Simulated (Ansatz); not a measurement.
Geometry optimisation, RKS B3LYP-D4/def2-SVP (Ansatz).

input.yaml

```yaml
crystal:
  periodic: [false, false, false]
  atoms:
    - { symbol: Sn, position_ang: [0.0, 0.0, 0.0] }
    - { symbol: H, position_ang: [0.0, 0.0, 1.74] }
    - { symbol: O, position_ang: [1.8483, 0.0, -0.6527] }
    - { symbol: H, position_ang: [2.1646, -0.9521, -0.7693] }
    - { symbol: Cl, position_ang: [-1.1351, 1.9666, -0.8025] }
    - { symbol: O, position_ang: [-0.9232, -1.5994, -0.6527] }
    - { symbol: H, position_ang: [-1.3778, -2.065, 0.1197] }
basis:
  gaussian: { orbitals: def2-SVP }
hamiltonian:
  xc: b3lyp
  dispersion: d4
relax:
  f_tol: 0.02
  max_steps: 40
```

Command:

```bash
$ ansatz run input.yaml --threads 2 --pin off --max-ram 3072MiB --backend cpu --events-out ev --progress --plain --runs-dir out
```

**Question.** Where does it end, and by what steps?

**Answer.** It converged. After 20 steps the energy has fallen by 0.288 eV; H7 moved furthest, 0.87 Å.

| step | energy less start (eV) | largest force component (eV/Å) | accepted |
| --- | --- | --- | --- |
| 0 | 0.0000 | 1.697 | yes |
| 1 | -0.1149 | 1.464 | yes |
| 2 | -0.1524 | 1.249 | yes |
| 3 | -0.2276 | 0.330 | yes |
| 4 | -0.1887 | 0.694 | no |
| 5 | -0.2438 | 0.207 | yes |
| 6 | -0.2582 | 0.099 | yes |
| 7 | -0.2606 | 0.413 | yes |
| 8 | -0.2599 | 0.798 | no |
| 9 | -0.2676 | 0.164 | yes |
| 10 | -0.2749 | 0.076 | yes |
| 11 | -0.2769 | 0.072 | yes |
| 12 | -0.2198 | 2.009 | no |
| 13 | -0.2812 | 0.062 | yes |
| 14 | -0.2778 | 0.750 | no |
| 15 | -0.2840 | 0.064 | yes |
| 16 | -0.2860 | 0.071 | yes |
| 17 | -0.2879 | 0.026 | yes |
| 18 | -0.2873 | 0.092 | no |
| 19 | -0.2881 | 0.022 | yes |
| 20 | -0.2883 | 0.003 | yes |

```xyz
7
Properties=species:S:1:pos:R:3
Sn 0.077 -0.113 0.310
H 0.171 0.261 1.967
O 1.928 -0.201 -0.376
H 1.976 -0.547 -1.279
Cl -1.155 1.498 -0.913
O -0.824 -1.837 -0.077
H -1.596 -1.710 -0.649
```

Whether the end is a true minimum wasn't checked by a vibrational analysis.

Run time: 50 s on 2 threads of Arm Neoverse V1 (shared host), peak memory 0.19 GiB.
